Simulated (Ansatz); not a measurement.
TcNCl4⁻, that is [TcNCl4]2- with one electron fewer. Total charge -1; doublet. Geometry PBE0-D4/def2-SVPD, that of the charge -2 singlet; atoms count from 1.

```csv
atom,x (Å),y (Å),z (Å)
Tc1,-0.080,-0.076,-0.089
N2,-0.973,-0.924,-1.084
Cl3,2.200,-0.868,-0.493
Cl4,-0.022,-1.408,1.964
Cl5,-1.674,1.368,1.079
Cl6,0.548,1.908,-1.377
```

In the def2 sets Tc takes a core potential; there is no spin–orbit coupling.

Problem. Estimate the Mulliken populations from the PBE0/def2-TZVPD orbitals of Ansatz.

Solution. 
```json
{"atom": "Tc1", "charge (e)": "0.65", "spin (α − β)": "1.10", "d electrons": "5.12"}
{"atom": "N2", "charge (e)": "-0.38", "spin (α − β)": "-0.20", "d electrons": "–"}
{"atom": "Cl3", "charge (e)": "-0.32", "spin (α − β)": "0.02", "d electrons": "–"}
{"atom": "Cl4", "charge (e)": "-0.32", "spin (α − β)": "0.02", "d electrons": "–"}
{"atom": "Cl5", "charge (e)": "-0.32", "spin (α − β)": "0.02", "d electrons": "–"}
{"atom": "Cl6", "charge (e)": "-0.32", "spin (α − β)": "0.02", "d electrons": "–"}
```
Mulliken values depend strongly on the basis. With diffuse functions, as here, like atoms can get unlike values, and bond orders can come out too low or too high.

Problem. Where does the spin sit?

Solution. Summed by element: Tc 1.10, N -0.20, Cl 0.10, of 1 unpaired in all. Largest on single atoms: Tc1 1.10, N2 -0.20, Cl4 0.02.

Problem. And the Mayer bond orders between heavy atoms (over 0.3)?

Solution. Tc1–N2 2.69 (1.58 Å); Tc1–Cl3 0.93 (2.45 Å); Tc1–Cl4 0.93 (2.45 Å); Tc1–Cl5 0.93 (2.45 Å); Tc1–Cl6 0.93 (2.45 Å).
